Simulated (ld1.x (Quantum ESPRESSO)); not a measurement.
## Ranking RRKJ potentials for Ne

All share these settings but for the change named:

Ne (Z = 10), norm-conserving RRKJ (Kleinman–Bylander form), made with ld1.x (Quantum ESPRESSO) 7.5 (PBE, non-relativistic). Core [He], reference 2s2 2p5.5 (charge +0.5). Waves: 2s (bound): rc 0.50 bohr; 3d channel at 0.15 Ry: rc 1.45 bohr; 2p (bound): rc 1.50 bohr. Local part: the p channel. Core correction: a·sin(br)/r model core, default radius (core density twice the valence density). rho0 = 0.01.

Test errors are all-electron minus pseudo excitation energies from the reference, over 2s2 2p6; 2s2 2p5; 2s2 2p4; 2s1 2p6; 2s2 2p3; 2s2 2p2. None of these files shows a bound ghost.

The base gives 2832.7 meV.

Of 9 variants that were run, those that failed, showed a ghost or another fault, or gave nearly equal values are left out.

A variant can come out equal or close to the base, since the largest error may sit in a test that the change hardly touches while other tests move.

Q: Rank these variants by their largest absolute test error, smallest first.
A. type TM; local potential the s channel; rho0 0
B. wave 2s (bound): rc 0.50 bohr becomes 2s (bound): rc 0.64 bohr
C. all radii but the core radius scaled by about 1.37 (s 0.68, p 2.06, d 2.00 bohr)

A: B (2791.2 meV), A (3370.4 meV), C (9582.9 meV).
